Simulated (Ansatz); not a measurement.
Cost and result up the ladder for Cd₇CuTe₇Br₂ (17 atoms). The state is a doublet with charge 0. Geometry: PBE-D4/def2-SVP.

```xyz
17

Te    1.300    1.529    0.175
Te    0.927   -3.416   -0.857
Te   -0.939    4.199   -2.295
Te   -2.755    0.125   -2.154
Te    1.621   -0.975    3.802
Te   -2.313   -2.012    1.940
Te   -2.824    1.986    2.286
Cd    3.109   -0.115    1.651
Cd   -1.948    2.965   -0.111
Cd    0.513   -2.585    1.789
Cd    1.977   -0.840   -1.313
Cu   -2.652    0.136    0.436
Cd   -1.452   -1.965   -0.867
Cd   -0.338    1.529   -2.656
Cd   -0.415    0.479    2.272
Br    4.598   -1.106   -0.278
Br    1.591    0.065   -3.820
```

Ansatz on 2 threads of AMD EPYC 7R13 on a shared host and a share (18 GiB) of an NVIDIA H100 80GB HBM3. Times are rough, and most runs start from the orbitals of an earlier one. r2SCAN0-D4/def2-SVP serves as the yardstick here, not as an exact answer. Differences are given only for rows in sets of like size (and for xTB, whose basis is part of the method), since another set adds its own error. Binding counts from free atoms at the same level (Te triplet, Cd singlet, Cu doublet, Br doublet; other spins of the atoms weren't run), without zero-point energy or a counterpoise term.

In the def2 sets Cd, Te take a core potential; there is no spin–orbit coupling. Single mean-field runs in def2-SVP, def2-mTZVP are fitted with def2-universal-jkfit. HOMO above LUMO, or a gap near zero within one spin, warns that the state may not be the lowest or that an electron is smeared out. No other spin state of charge 0 was run.

| level | functions | wall time | binding energy per atom (eV) | difference from r2SCAN0-D4/def2-SVP (eV) | remarks |
| --- | --- | --- | --- | --- | --- |
| PBE-D4/def2-SVP (with forces) | 494 | 8 s | 2.05 | 0.07 | gap within one spin near zero |
| HF/def2-SVP | 494 | 8.5 s | 1.05 | -0.93 | – |
| r2SCAN-D4/def2-SVP | 494 | 11 s | 2.05 | 0.07 | gap within one spin near zero |
| PBE0-D4/def2-SVP (with forces) | 494 | 12 s | 2.02 | 0.03 | – |
| r2SCAN-D4/def2-mTZVP | 588 | 12 s | 2.01 | – | gap within one spin near zero |
| B97M-V/def2-SVP | 494 | 14 s | 1.86 | -0.12 | gap within one spin near zero |
| r2SCAN0-D4/def2-SVP | 494 | 16 s | 1.98 | 0.00 | – |
